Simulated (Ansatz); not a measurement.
One geometry of the cluster Ba2Se2, several levels of theory.

```yaml
crystal:
  periodic: [false, false, false]
  atoms:
    - {symbol: Ba, position_ang: [-0.070693, 2.064651, -0.003932]}
    - {symbol: Ba, position_ang: [0.071384, -2.064524, 0.020230]}
    - {symbol: Se, position_ang: [-2.083685, -0.071168, 0.083060]}
    - {symbol: Se, position_ang: [2.082994, 0.071041, -0.099358]}
basis:
  gaussian: {orbitals: def2-TZVPD, initial_orbitals: start.molden}
hamiltonian: {xc: pbe, dispersion: d4}
scf: {omitted_lower_state_checks: [starts]}
output: {orbitals: {seedname: orbitals}}
```

The file start.molden holds the orbitals of an earlier run on this structure, at another level or in another basis.

```sh
$ ansatz run in.yaml --threads 4 --pin off --events-out ev --progress --plain --max-ram 4787MiB
```

Shortened log:

```
Functional definition: PBE
1420 factors; their error is unknown
mean field evaluation 1: about -132073.9435 eV, gradient 1.3e1 eV
mean field evaluation 2: about -132074.0862 eV, gradient 2.2e-1 eV
mean field evaluation 4: about -132074.0612 eV, gradient 4.8e-2 eV
mean field -132074.06117661 eV, -4853.6322252263 hartree, gradient 3.8e-5 eV, S^2 0.000000; 0 other end points of the search recorded, 0 dependent functions left out
reference -132074.06123064 eV, -4853.6322272121 hartree; 44, 44 occupied and 150, 150 virtual orbitals, 1420 factors
Total energy: -132074.22129355 eV, -4853.6381094153 hartree
Checks for a lower state left out: starts
```

Hardware: 4 threads of Arm Neoverse V1 on a shared host. Wall time 3.1 s.

As the first input, with `gaussian: {orbitals: def2-TZVP, initial_orbitals: start.molden}`, `hamiltonian: {xc: r2scan, dispersion: d4}` (abridged; 5.5 s):

```
Functional definition: r2SCAN
mean field -132092.77104695 eV, -4854.3198002793 hartree, gradient 1.1e-5 eV, S^2 0.000000
Total energy: -132092.79876714 eV, -4854.3208189775 hartree
Checks for a lower state left out: starts
```

The first input with `gaussian: {orbitals: def2-TZVP, initial_orbitals: start.molden}`, `hamiltonian: {xc: {name: CAM-B3LYP}, dispersion: d4}` (abridged; 4.9 s):

```
Functional definition: CAM-B3LYP
mean field -132097.11723241 eV, -4854.4795196492 hartree, gradient 1.5e-5 eV, S^2 0.000000
Total energy: -132097.27256627 eV, -4854.4852280633 hartree
Checks for a lower state left out: starts
```

As the first input, with `hamiltonian: {xc: pbe0, dispersion: d4}` (abridged; 4.2 s):

```
Functional definition: PBE0
mean field -132077.18005751 eV, -4853.7468419853 hartree, gradient 1.1e-5 eV, S^2 0.000000
Total energy: -132077.31989707 eV, -4853.7519809943 hartree
Checks for a lower state left out: starts
```

The first input with `gaussian: {orbitals: def2-TZVP, initial_orbitals: start.molden}` (abridged; 2.5 s):

```
Functional definition: PBE
mean field -132074.03714109 eV, -4853.6313419373 hartree, gradient 1.1e-5 eV, S^2 0.000000
Total energy: -132074.19726656 eV, -4853.6372264398 hartree
Checks for a lower state left out: starts
```

The first input with `gaussian: {orbitals: def2-TZVP, initial_orbitals: start.molden}`, `correlation: {method: mp2}` and without the key `hamiltonian` (abridged; 2.4 s):

```
Functional definition: HF
mean field -131979.25819788 eV, -4850.1482800180 hartree, gradient 3.4e-6 eV, S^2 0.000000
18 core orbitals not correlated: weight in the atoms' cores, before any rotation towards them, 1.000 or more for the frozen orbitals, at most 0.000 for the correlated occupied ones
second order -23.69916191 eV of doubles, -0.00000000 eV of singles
Total energy: -132002.95735979 eV, -4851.0192081543 hartree
Checks for a lower state left out: starts
```

Geometry: PBE-D4/def2-SVP.

In the def2 sets Ba takes a core potential; there is no spin–orbit coupling. Correlated methods freeze 18 core orbitals; core or outer-core shells of Ba, Se are correlated, in sets that lack core-valence functions. The structure comes from a short search, and lower isomers may exist.
